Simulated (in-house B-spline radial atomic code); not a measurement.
Inner levels of rhenium as electrons are removed. A shift is the extra binding of the orbital against the neutral atom ([Xe] 4f14 5d3/2(4) 5d5/2(1) 6s2). The density at the nucleus is averaged over the nuclear charge. Computed with a B-spline radial code for spherical atoms: Dirac-Hartree-Fock, jj configuration that fills j = l - 1/2 first, finite nuclei.

A number in brackets counts the electrons of a j subshell.

```tsv
ion	configuration	shift of 3d5/2 (eV)	shift of 2s1/2 (eV)	shift of 3p1/2 (eV)	radius of 3d5/2 (bohr)	radius of 2s1/2 (bohr)	radius of 3p1/2 (bohr)	Σ<r²> (bohr²)	change of density at nucleus (bohr⁻³)
Re40+	[Ar] 3d10 4s2 4p1/2(2) 4p3/2(3)	1769.17	1832.56	1769.49	0.1772	0.075464	0.18393	2.0271	2826.21
Re41+	[Ar] 3d10 4s2 4p1/2(2) 4p3/2(2)	?	?	?	?	?	?	?	?
Re42+	[Ar] 3d10 4s2 4p1/2(2) 4p3/2(1)	1911.34	1989.06	1911.54	0.17666	0.075433	0.18353	1.622	3529.13
Re43+	[Ar] 3d10 4s2 4p1/2(2)	1983.47	2068.63	1983.6	0.17638	0.075417	0.18332	1.4258	3890.15
Re44+	[Ar] 3d10 4s2 4p1/2(1)	?	?	?	?	?	?	?	?
Re45+	[Ar] 3d10 4s2	2136.39	2237.65	2130.03	0.17575	0.075378	0.18318	1.0782	3774.67
Re46+	[Ar] 3d10 4s1	2212.65	2320.09	2205.36	0.17544	0.075373	0.18297	0.90695	-2556.88
Re47+	[Ar] 3d10	2289.54	2403.31	2281.31	0.17514	0.075367	0.18275	0.73894	-9048.11
Re48+	[Ar] 3d3/2(4) 3d5/2(5)	?	?	?	?	?	?	?	?
Re49+	[Ar] 3d3/2(4) 3d5/2(4)	2550.13	2721.45	2534.36	0.17247	0.075271	0.18077	0.65141	-7742.3
Re50+	[Ar] 3d3/2(4) 3d5/2(3)	2682.7	2883.59	2662.83	0.17117	0.07522	0.17979	0.60957	-7069.02
```

Problem. Fill in the row of Re41+.

Solution. shift of 3d5/2 (eV): 1839.91; shift of 2s1/2 (eV): 1910.37; shift of 3p1/2 (eV): 1840.18; radius of 3d5/2 (bohr): 0.17693; radius of 2s1/2 (bohr): 0.075449; radius of 3p1/2 (bohr): 0.18373; Σ<r²> (bohr²): 1.8224; change of density at nucleus (bohr⁻³): 3174.48.

Problem. Fill in the row of Re44+.

Solution. shift of 3d5/2 (eV): 2059.56; shift of 2s1/2 (eV): 2152.67; shift of 3p1/2 (eV): 2056.47; radius of 3d5/2 (bohr): 0.17606; radius of 2s1/2 (bohr): 0.075398; radius of 3p1/2 (bohr): 0.18335; Σ<r²> (bohr²): 1.2501; change of density at nucleus (bohr⁻³): 3835.28.

Problem. Fill in the row of Re48+.

Solution. shift of 3d5/2 (eV): 2419.07; shift of 2s1/2 (eV): 2561.36; shift of 3p1/2 (eV): 2407.18; radius of 3d5/2 (bohr): 0.17379; radius of 2s1/2 (bohr): 0.075319; radius of 3p1/2 (bohr): 0.18176; Σ<r²> (bohr²): 0.69452; change of density at nucleus (bohr⁻³): -8401.98.
